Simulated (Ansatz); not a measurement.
Reactions of F2H2Se2Si (`F[Si](F)([SeH])[SeH]`).

Calculated with Ansatz (gas phase, PBE0-D4/def2-TZVP geometries, no zero-point term in ΔE). CBS: MP2 limit from def2 TZ/QZ plus the TZ coupled-cluster correction, frozen cores. This one scheme is used for every species. DFT in def2-TZVPP. def2 core potentials past Kr. For Ga, Se, Sn, Ti outer-core shells are correlated without core-valence functions, which leaves a few kJ/mol of doubt a bond. Scalar relativity is left out up to krypton. Each species was taken in one conformer, which may not be the lowest.

| reaction | PBE0-D4 (kJ/mol) | ωB97M-V (kJ/mol) |
| --- | --- | --- |
| `F[Si](F)([SeH])[SeH]` + H–F → `F[Si](F)(F)[SeH]` + H₂Se | -75 | -89 |
| `F[Si](F)([SeH])[SeH]` + `[F][SnH]([Cl])[Cl]` → `F[Si](F)(F)[SeH]` + `[Cl][SnH]([Cl])[SeH]` | -110 | -112 |
| `F[Si](F)([SeH])[SeH]` + `OPO` → `OP(O)[SeH]` + `F[SiH](F)[SeH]` | 35 | 37 |
| `F[Si](F)([SeH])[SeH]` + H₂ → `F[SiH](F)[SeH]` + H₂Se | 49 | 44 |
| `F[Si](F)([SeH])[SeH]` + `[CH3][Ga]([CH3])[F]` → `[CH3][Ga]([CH3])[SeH]` + `F[Si](F)(F)[SeH]` | -91 | -93 |
| `F[Si](F)([SeH])[SeH]` + `[F][Ti]([F])([F])[F]` → `[F][Ti]([F])([F])[SeH]` + `F[Si](F)(F)[SeH]` | -6 | -8 |
| `F[Si](F)([SeH])[SeH]` + CH₄ → `C[SeH]` + `F[SiH](F)[SeH]` | 125 | 120 |
| `F[Si](F)([SeH])[SeH]` + `OC1(F)CC1` → `OC1([SeH])CC1` + `F[Si](F)(F)[SeH]` | -87 | -95 |

(1) Give the CCSD(T)/CBS values in the same order. (Best estimate.)

Largest T1 diagnostic: 0.023, for `[F][Ti]([F])([F])[F]`.

Answers

(1) Computed: -83, -117, 37, 46, -99, -21, 121, -107 kJ/mol.
